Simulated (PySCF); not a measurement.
Radial density of V³⁺ (vanadium, charge +3)

UHF, [Ar] 3d2, high-spin 3F determinant. All numbers are calculated (PySCF 2.14, no relativity, point nucleus, in aug-cc-pVTZ with one added diffuse shell each of s, p, d, f, g type (9s8p6d4f3g, 118 functions)).

```csv
r (bohr),4πr²ρ (e/bohr),4πr²(ρα − ρβ)
0.00118,0.1361,0.0000
0.00199,0.3709,0.0000
0.00335,0.9861,0.0000
0.00563,2.512,0.0000
0.00947,5.959,0.0000
0.0159,12.55,-0.0001
0.0268,21.67,-0.0001
0.0450,27.30,0.0002
0.0758,23.15,0.0021
0.127,21.99,0.0148
0.214,29.73,0.0990
0.361,16.75,0.5056
0.607,9.439,1.3978
1.02,9.952,1.5997
1.72,1.948,0.6002
2.89,0.06115,0.0436
4.85,0.0002705,0.0003
```
